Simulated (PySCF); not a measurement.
## Polarisability and C₆ of Lu (lutetium, neutral)

[Xe] 4f14 5d1 6s2, 2D determinant. Computed with PySCF 2.14 in ANO-RCC-VTZP (8s7p5d3f2g1h, 104 functions), with the spin-free X2C one-electron Hamiltonian (Gaussian nucleus). Coupled (time-dependent) response in atomic units; α is the mean over directions. The basis has no added diffuse functions, which lowers α and C₆.

```csv
method,mean α (bohr³),"α xx, yy, zz",C₆ (like pair),S(−4)
PW91,130.0,"141.8, 141.8, 106.3",1411,56330
```

S(−4) is the Cauchy moment in α(ω) = α(0) + S(−4) ω² + …

Reference α: 137 ± 7 bohr³ (recommended; Schwerdtfeger and Nagle, table of static dipole polarizabilities (2023 update)). Published C₆: 2020 (Gould and Bucko (2016)).

Spin-orbit coupling is absent.

α(iu) at PW91:

| u (hartree) | α(iu) (bohr³) |
| --- | --- |
| 0 | 130.0 |
| 0.0500 | 94.81 |
| 0.100 | 70.61 |
| 0.200 | 38.65 |
| 0.300 | 23.79 |
| 0.500 | 12.57 |
| 0.750 | 7.855 |
| 1.00 | 5.721 |
| 1.50 | 3.627 |
| 2.00 | 2.570 |
| 3.00 | 1.541 |
| 5.00 | 0.7862 |

A single London oscillator, α(iu) = α/(1 + u²/ω²), gives C₆ = (3/4) ω α². Matching the computed C₆ needs ω = 4 × 1411 / (3 × 130.0²) = 0.111 hartree.

The components differ because the open shell of this determinant is not spherical; for a pure term their mean is the scalar polarisability.

Spin-orbit coupling, absent here, splits the open shell strongly.
